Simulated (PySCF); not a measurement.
Two-component Hartree-Fock for In⁻ (indium, charge -1)

Start: [Kr] 4d10 5s2 5p2; 5p1/2 filled at m_j = -1/2, +1/2. Calculated with PySCF 2.14 in x2c-SVPall-2c with one added diffuse shell each of s, p type (7s9p4d, 54 functions): generalised Hartree-Fock with the X2C-1e Hamiltonian and a Gaussian nucleus; one run each with spin-orbit coupling (SO) switched off, then screened by Boettger's factors.

```csv
spinor shell,electrons,"ε, spin-free (eV)","ε, screened SO (eV)",weight of nominal j (screened SO),"rms radius, screened SO (bohr)"
1s1/2,2,-28072.9,-28070.4,1.000,0.0341
2s1/2,2,-4289.4,-4288.6,1.000,0.139
2p1/2,2,-3843.6,-3989.9,1.000,0.120
2p3/2,4,-3843.6,-3776.4,1.000,0.125
3s1/2,2,-849.28,-848.99,1.000,0.371
3p1/2,2,-699.42,-726.57,1.000,0.365
3p3/2,4,-699.42,-686.71,1.000,0.376
3d3/2,4,-467.17,-471.69,1.000,0.351
3d5/2,6,-467.17,-463.79,1.000,0.353
4s1/2,2,-139.73,-139.58,1.000,0.907
4p1/2,2,-92.671,-97.307,1.000,0.973
4p3/2,4,-92.671,-90.351,1.000,0.999
4d3/2,4,-22.707,-23.120,0.998,1.28
4d5/2,6,-22.707,-22.217,0.998,1.28
5s1/2,2,-5.991,-5.915,1.000,3.07
5p1/2,2,-0.494,-0.507,0.577,5.26
```

```tsv
quantity	spin-free	screened SO
E (hartree)	-5877.02698	-5878.28122
M_J	0	0
⟨J²⟩	2.013	1.635
⟨L²⟩	2.006	2.006
⟨S²⟩	2.007	2.001
```

The determinant has a definite M_J but mixes levels of different J.

Each row is a mean over spinors that exchange with the open shell spreads, by up to 2.080 eV (5s1/2).

Rows whose weight is well below 1 are mixtures of j = l ± 1/2: exchange outweighs spin-orbit coupling there, and the label is only the starting occupation.

Breit and QED terms are absent; they matter most for the inner s and p1/2 levels.

Densities and radii are taken from the X2C orbitals without a picture-change correction, which distorts them close to the nucleus.

Without spin-orbit coupling the j labels of p, d and f shells carry no meaning; the spin-free column gives the mean over the occupied spinors of each nl shell.
